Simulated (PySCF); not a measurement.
# Basis-set dependence of Rb2 at CCSD(T)

PySCF, RHF reference; singlet, unpaired electrons none; De to Rb + Rb without counterpoise correction. Frozen cores follow the default of each basis and core potential.

```
     basis                           relativity  functions  Re (Å)  ωe (cm⁻¹)  De (eV)  frozen orbitals
  def2-SVP  scalar-relativistic core potentials         48   4.368       48.6     0.35                0
 def2-SVPD  scalar-relativistic core potentials         54   4.366       48.8     0.36                0
def2-TZVPP  scalar-relativistic core potentials         80   4.323       53.7     0.43                0
```

(1) How does each smaller set differ from the one with most functions, def2-TZVPP?

Correlated steps freeze no core orbitals. The bond is weak. Basis-set superposition, not corrected here, can be much of De in a small basis, most of all at correlated wavefunction levels. Where the molecule has an RHF reference, its open-shell atoms are computed with UHF.

Answers

(1) def2-SVP: +4.5 pm, -9.5 % in ωe, -0.08 eV in De; def2-SVPD: +4.3 pm, -9.1 % in ωe, -0.07 eV in De. All at CCSD(T); the set with most functions is neither the basis-set limit nor always the best.
